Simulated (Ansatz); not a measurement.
Species: [Zr(H)4] (charge 0, multiplicity 1).

Question: Give a relaxed geometry from r2SCAN-D4/def2-SVP (Ansatz, an electronic-structure program).

Answer: the end point of this relaxation.
Z-matrix (Å, degrees):
```
Zr
H 1 1.8482
H 1 1.8482 2 109.47
H 1 1.8482 2 109.47 3 120.00
H 1 1.8482 2 109.47 4 120.00
```
